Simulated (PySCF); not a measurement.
SiCl₂, SMILES Cl[Si]Cl (connectivity only; charge and spin as stated), neutral, multiplicity 1. Heavy atoms are numbered as in [Si:1]([Cl:2])[Cl:3].

Coordinates come from a PBE0-D3(BJ)/def2-TZVP optimisation. The isomer is the one that the SMILES or the coordinates give; other isomers of the formula were not compared.

Level of theory: ωB97X/def2-TZVPD (PySCF).

ESP charges are fitted to the potential on shells at 1.4 to 2.0 van der Waals radii. Atomic charges (e), one atom of each kind:

```
atom  ESP fit  meta-Löwdin
----  -------  -----------
Si1      0.17   (withheld)
Cl2     -0.08   (withheld)
```

### Question
What belongs in the gaps? (The exact figures need the calculation; the answer reports its results.)

### Answer

- Si1, meta-Löwdin: 0.54
- Cl2, meta-Löwdin: -0.27
